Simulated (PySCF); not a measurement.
An unknown gives this computed stick spectrum. The calculation used TDDFT PBE0/def2-SVPD, vertical, gas phase, core orbitals frozen in the response in PySCF. Geometries: GFN2-xTB, one conformer each.

```csv
state,E (eV),f,"main configurations (H = HOMO, L = LUMO)"
S1,6.66,0.0003,"H-1→L (26%), H-1→L+2 (25%), H→L+3 (10%)"
S2,6.91,0.0079,"H-1→L+3 (25%), H→L (20%), H-1→L (16%)"
S3,6.97,0.0007,"H→L+3 (43%), H→L (11%), H-1→L+3 (9%)"
S4,7.40,0.026,"H→L (36%), H→L+2 (29%), H→L+1 (14%)"
S5,7.47,0.0079,"H→L+1 (52%), H→L (14%), H-2→L (13%)"
S6,7.56,0.022,"H-1→L+1 (41%), H-1→L+2 (33%), H-1→L (15%)"
S7,7.83,0.0008,"H-2→L (48%), H→L+2 (12%)"
S8,7.84,0.0086,"H-1→L+1 (33%), H-1→L (29%), H-1→L+3 (9%)"
```

Orbital energies (eV): HOMO-3 -9.25, HOMO-2 -8.54, HOMO-1 -8.03, HOMO -7.87, LUMO 0.42, LUMO+1 0.66, LUMO+2 0.94.

Task: Which candidate is it?
A. `C=C/C(=C\F)C(=O)F`
B. `C#CC[C@H](F)[SiH2]C`
C. `C=C(C)/C=C\C(=C)C`

Result: B. Its S1, at 6.66 eV, is the highest among the candidates; the nearest of the others has S1 at 5.00 eV. S1 is HOMO-1→LUMO (26%), HOMO-1→LUMO+2 (25%), HOMO→LUMO+3 (10%). Löwdin shares by element: HOMO carbon 75% or more (atoms not listed hold the other 25%); LUMO carbon 29% or more, silicon 20% (atoms not listed hold the other 51%). At the same level the other candidates give, for their lowest levels:
- `C=C(C)/C=C\C(=C)C`: 5.00 eV (f 0.322); 5.33 eV (f 0.003); 6.26 eV (f 0.005); 6.29 eV (f 0.015); 6.43 eV (f 0.002); T1 3.31 eV; HOMO -6.65, LUMO -0.93 eV
- `C=C/C(=C\F)C(=O)F`: 4.85 eV (f 0.173); 5.25 eV (f 0.000); 6.35 eV (f 0.356); 6.83 eV (f 0.001); 6.86 eV (f 0.182); T1 2.92 eV; HOMO -7.59, LUMO -2.26 eV

The values belong to the conformer `[CH:1]#[C:2][CH2:3][C@H:4]([F:5])[SiH2:6][CH3:7]`: C2–C3–C4–F5 -172°, C3–C4–Si6–C7 176°.
Triplets come from the Tamm–Dancoff approximation.
